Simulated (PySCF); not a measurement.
**Two probes of the same atoms: core binding energy and nuclear shielding**

Compound: SiEt3(vinyl), C8H18Si.
Geometry (PBE0-D3(BJ)/def2-SVP, Å), atoms numbered from 1 in this order:
```
atom  x, y, z in Å
Si1   -0.1368   -0.0065   -0.2069
C2    -0.2613   -0.1287    1.6786
C3     0.4892   -1.3152    2.2772
H4    -1.3331   -0.1830    1.9414
H5     0.1018    0.8200    2.1125
H6     0.3610   -1.3801    3.3696
H7     0.1428   -2.2680    1.8459
H8     1.5717   -1.2492    2.0815
C9     1.6755    0.0236   -0.7407
C10    2.4938    1.1521   -0.1175
H11    1.7083    0.0883   -1.8427
H12    2.1240   -0.9535   -0.4879
H13    3.5446    1.1313   -0.4482
H14    2.0909    2.1426   -0.3827
H15    2.4982    1.0904    0.9827
C16   -1.0099    1.5680   -0.7913
C17   -2.4977    1.6440   -0.4589
H18   -0.8565    1.6476   -1.8821
H19   -0.4776    2.4302   -0.3505
H20   -2.9560    2.5760   -0.8267
H21   -3.0569    0.8089   -0.9100
H22   -2.6751    1.6031    0.6277
C23   -0.9882   -1.5072   -0.9514
C24   -0.3900   -2.4421   -1.6998
H25   -2.0603   -1.6418   -0.7466
H26    0.6761   -2.3901   -1.9499
H27   -0.9310   -3.3063   -2.1030
```

Binding energies: PySCF 2.14.0, delta-SCF UKS SCAN, pcX-2 on the ionised atom, pcseg-1 elsewhere, spin-free X2C. Shieldings: GIAO KT2/pcSseg-1, non-relativistic, same geometry.

| atom | C 1s (eV) |
| --- | --- |
| C2 | 289.63 |
| C3 | 290.33 |
| C23 | 289.64 |
| C24 | 290.04 |

Problem. What are the absolute isotropic shieldings of these atoms?

Solution. 
```json
{"atom": "C2", "environment": "carbon bonded to C, Si and 2 H", "C 1s (eV)": "289.63", "isotropic shielding (ppm)": "178.1"}
{"atom": "C23", "environment": "carbon bonded to C, Si and H", "C 1s (eV)": "289.64", "isotropic shielding (ppm)": "49.2"}
{"atom": "C24", "environment": "carbon bonded to C and 2 H", "C 1s (eV)": "290.04", "isotropic shielding (ppm)": "51.3"}
{"atom": "C3", "environment": "carbon bonded to C and 3 H", "C 1s (eV)": "290.33", "isotropic shielding (ppm)": "173.8"}
```

Problem. Among the listed atoms, is the one with the highest binding energy also the least shielded?

Solution. No. The highest binding energy is at C3 (290.33 eV, shielding 173.8 ppm), the lowest shielding at C23 (49.2 ppm, 289.64 eV).

By binding energy: C2 ≈ C23 < C24 < C3. By shielding: C23 < C24 < C3 < C2.

Of atoms equivalent by bonding only the ionised one is listed; its partners' own values can differ in this conformer. One conformer (not necessarily the lowest) at the PBE0-D3(BJ)/def2-SVP geometry, without solvent, vibrations or thermal averaging.
